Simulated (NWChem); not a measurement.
# C4H5F; SMILES C#C[C@H](C)F

```xyz
10

C      0.0347    -2.2107    -0.1315
C      0.0444    -1.0265     0.1010
C      0.0429     0.4099     0.3935
C     -1.1832     1.1267    -0.1636
F      1.1869     0.9983    -0.1590
H      0.0280    -3.2561    -0.3418
H      0.1053     0.5594     1.4798
H     -1.2321     0.9971    -1.2485
H     -2.0988     0.7235     0.2804
H     -1.1169     2.1948     0.0648
```
Atoms are numbered in this order, from 1.

All runs: NWChem. Medium grid unless said otherwise, to which SCAN and Minnesota functionals are sensitive. Structure relaxed at the B3LYP/6-31G* (spherical d) level. B3LYP is NWChem's, with the RPA form of VWN correlation. Total energies of different functionals are on different scales.

```
level             energy (Ha)  highest occupied level (eV)  orbital gap (eV)  dipole (D)
----------------  -----------  ---------------------------  ----------------  ----------
PBE/def2-TZVP       -254.9957                        -6.86              6.02        1.77
B3LYP/def2-TZVP     -255.3094                          ___               ___        1.89
r2SCAN/def2-TZVP    -255.1617                        -7.09              6.55        1.85
PBE0/def2-TZVP      -255.0110                        -8.11              8.34        1.88
BLYP/def2-TZVP      -255.2260                        -6.72              6.01        1.80
TPSSh/def2-TZVP     -255.3096                        -7.39              7.18        1.85
```

Fill in the missing entries.


- B3LYP/def2-TZVP, highest occupied level (eV): -7.89
- B3LYP/def2-TZVP, orbital gap (eV): 7.86
